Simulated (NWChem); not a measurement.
Molecule: C₅H₃F; SMILES C(C(F)C#C)#C

```xyz
9

C      0.9292    -0.1720    -2.2246
C      0.3139     0.0728    -1.2133
C     -0.4399     0.4025     0.0000
F     -1.6557    -0.2408     0.0000
C      0.3139     0.0728     1.2133
C      0.9292    -0.1720     2.2246
H      1.4795    -0.3979    -3.1199
H     -0.6451     1.4900     0.0000
H      1.4795    -0.3979     3.1199
```
Atoms are numbered in this order, from 1.

All runs use the structure optimised with PBE0/def2-SVP.

Question: Give the principal values of the shielding tensors (ppm) of C1, C2, C3, F4 from KT2/pcSseg-1, GIAO (NWChem), with their diamagnetic and paramagnetic parts as GIAO splits them.

Answer: 
```tsv
atom	σ11	σ22	σ33	isotropic	diamagnetic	paramagnetic
C1	46.1	51.2	228.6	108.6	255.1	-146.4
C2	13.4	20.2	294.1	109.2	262.6	-153.4
C3	86.0	92.2	156.2	111.4	238.3	-126.8
F4	283.5	380.4	393.5	352.5	482.8	-130.3
```
